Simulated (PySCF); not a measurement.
Isomers of C5H7FO3, one GFN2-xTB conformer each. Single-point energies are computed at PBE0/pcSseg-1 (PySCF, gas phase, no added dispersion term), electronic only.

```tsv
SMILES	GFN2-xTB relative energy (kcal/mol)
CO[C@@H]1OC[C@H](F)C1=O	5.3
C=C[C@@H]1OCO[C@H](F)O1	0.0
```

Conformers: `[CH3:1][O:2][C@@H:3]1[O:4][CH2:5][C@H:6]([F:7])[C:8]1=[O:9]` with C1–O2–C3–O4 -71°, O2–C3–O4–C5 -83°, C3–O4–C5–C6 -39°, O4–C5–C6–F7 149°, C5–C6–C8–O9 171°; `[CH2:1]=[CH:2][C@@H:3]1[O:4][CH2:5][O:6][C@H:7]([F:8])[O:9]1` with C1–C2–C3–O4 -129°, C2–C3–O4–C5 -162°, C3–O4–C5–O6 63°, O4–C5–O6–C7 -24°, C5–O6–C7–F8 89°.

Q: What does PBE0/pcSseg-1 give for the same structures?

A: 
```json
{"SMILES": "C=C[C@@H]1OCO[C@H](F)O1", "PBE0/pcSseg-1 E (Eh)": "-519.60419", "PBE0/pcSseg-1 (kcal/mol)": "0.0", "GFN2-xTB (kcal/mol)": "0.0", "point group": "C1"}
{"SMILES": "CO[C@@H]1OC[C@H](F)C1=O", "PBE0/pcSseg-1 E (Eh)": "-519.60384", "PBE0/pcSseg-1 (kcal/mol)": "0.2", "GFN2-xTB (kcal/mol)": "5.3", "point group": "C1"}
```

Both levels put the same isomer lowest. As drawn, the lower has a C=C bond outside aromatic rings, which the higher lacks; the higher has a C=O bond, which the lower lacks. Neighbours under 2.5 kcal/mol apart (C=C[C@@H]1OCO[C@H](F)O1 and CO[C@@H]1OC[C@H](F)C1=O) can change places with a better method, another conformer or zero-point energy.

Q: Which frontier levels, dipoles and rotational constants go with these structures?

A: 
```tsv
SMILES	HOMO (eV, PBE0/pcSseg-1)	LUMO (eV)	dipole (D)	A, B, C (MHz)
C=C[C@@H]1OCO[C@H](F)O1	-8.18	-0.21	2.21	3111, 1348, 1139
CO[C@@H]1OC[C@H](F)C1=O	-7.57	-1.53	3.27	2667, 1293, 1056
```

Q: As an exercise, what shares would exp(−E/RT) give at 500 K from these electronic energies alone (no entropy, no degeneracies)?

A: RT = 0.994 kcal/mol: C=C[C@@H]1OCO[C@H](F)O1 55.4 %, CO[C@@H]1OC[C@H](F)C1=O 44.6 %.
